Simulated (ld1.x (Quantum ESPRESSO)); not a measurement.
# boron (B) TM: all-electron and pseudo phase curves

| Quantity | Value |
| --- | --- |
| Element | boron |
| Generator | ld1.x (Quantum ESPRESSO) 7.5 |
| Type | norm-conserving Troullier–Martins (Kleinman–Bylander form) |
| Functional | PBE |
| Relativity | scalar-relativistic |
| Frozen core | [He] |
| Valence charge | 3 |
| Reference configuration | 2s2 2p1 |
| Partial waves | 2s (bound): rc 1.00 bohr; 2p (bound): rc 2.40 bohr; 3d channel at 0.08 Ry: rc 2.30 bohr |
| Local potential | all-electron potential smoothed inside 1.50 bohr (lloc = -1) |
| Core correction | Bessel-smoothed model core inside 0.95 bohr |

The phase is arctan(r·u′/u) with u = r·R(r), unwrapped; energies in Ry, scanned from -3 to 5 Ry. A pole is an energy at which the radial function vanishes at the test radius. The pseudo phase is shifted by a multiple of π to meet the all-electron one at the reference energy, and phase errors are pseudo minus all-electron; the curves can meet again beyond the range given. Levels narrower than the energy grid can be missing from the lists of poles.

```
channel  radius (bohr)  reference energy (Ry)  poles, all-electron  poles, pseudo  unbroken range about the reference energy with phases within 0.05 rad  phase error 1 Ry above the reference energy (rad)
      s           2.61                  -0.69                -0.08          -0.08                                                              below 1.9                                             -0.002
      p           2.61                  -0.27                 0.36           0.36                                                              below 1.7                                             +0.007
      d           2.61                   0.08                 3.15           3.16                                                        the whole range                                             +0.001
```

Phases in the d channel:

| E (Ry) | all-electron | pseudo |
| --- | --- | --- |
| -3.00 | 1.365 | 1.365 |
| -2.76 | 1.357 | 1.357 |
| -2.52 | 1.349 | 1.349 |
| -2.28 | 1.340 | 1.340 |
| -2.04 | 1.330 | 1.330 |
| -1.80 | 1.318 | 1.318 |
| -1.56 | 1.304 | 1.304 |
| -1.32 | 1.288 | 1.288 |
| -1.08 | 1.269 | 1.269 |
| -0.84 | 1.246 | 1.246 |
| -0.60 | 1.218 | 1.218 |
| -0.36 | 1.182 | 1.182 |
| -0.12 | 1.134 | 1.134 |
| 0.12 | 1.068 | 1.068 |
| 0.36 | 0.970 | 0.970 |
| 0.60 | 0.815 | 0.815 |
| 0.84 | 0.548 | 0.548 |
| 1.08 | 0.089 | 0.090 |
| 1.32 | -0.485 | -0.483 |
| 1.56 | -0.908 | -0.906 |
| 1.80 | -1.152 | -1.150 |
| 2.04 | -1.296 | -1.294 |
| 2.28 | -1.390 | -1.388 |
| 2.52 | -1.457 | -1.455 |
| 2.76 | -1.507 | -1.505 |
| 3.00 | -1.549 | -1.546 |
| 3.24 | -1.584 | -1.581 |
| 3.48 | -1.617 | -1.613 |
| 3.72 | -1.648 | -1.643 |
| 3.96 | -1.679 | -1.674 |
| 4.20 | -1.713 | -1.706 |
| 4.44 | -1.752 | -1.742 |
| 4.68 | -1.799 | -1.785 |
| 4.92 | -1.860 | -1.839 |
